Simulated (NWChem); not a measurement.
System: SiHCl2F; SMILES Cl[SiH](F)Cl

Program: NWChem. Pople sets run with spherical d functions. STO-3G and 3-21G are far too small for this property and stand as cheap habits. Geometry: optimised at PBE0/def2-SVP. Field at 589 nm.

| level | isotropic polarisability (bohr³) | anisotropy (bohr³) |
|---|---|---|
| B3LYP/STO-3G | 18.4 | 14.2 |
| B3LYP/6-31G* | [?] | [?] |
| B3LYP/def2-SVP | 36.6 | 14.8 |
| B3LYP/def2-SVPD | 53.3 | 15.4 |
| B3LYP/aug-cc-pVDZ | 52.9 | 15.9 |

Q: Fill in the missing entries.

A: 
- B3LYP/6-31G*, isotropic polarisability (bohr³): 37.8
- B3LYP/6-31G*, anisotropy (bohr³): 16.5
